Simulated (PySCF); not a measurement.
**Electronic structure of Be²⁺ (beryllium, charge +2) at the UHF level**

Configuration: 1s2, closed-shell 1S. All numbers are calculated (PySCF 2.14, scalar relativity by spin-free X2C-1e, in Sapporo-DZP-2012 (4s2p, 10 functions)).

```json
{
 "Total energy": "-13.611926 hartree",
 "One-electron energy": "-15.8899 hartree",
 "Hartree (Coulomb) energy": "4.5559 hartree",
 "Exchange energy": "-2.2779 hartree",
 "⟨S²⟩": "0.0000",
 "⟨L²⟩": "0.000",
 "Sum of ⟨r⟩": "0.8280 bohr",
 "Sum of ⟨r²⟩": "0.4635 bohr²",
 "Langevin diamagnetic susceptibility": "-0.367 ×10⁻⁶ cm³/mol",
 "Time after the integrals": "0.06 s of wall time on 1 thread of AMD EPYC 7R43 64-Core Processor (shared host)"
}
```

| shell | electrons | mean orbital energy (eV) | rms radius, mean of both spins (bohr) |
| --- | --- | --- | --- |
| 1s | 2 | -154.21 | 0.481 |
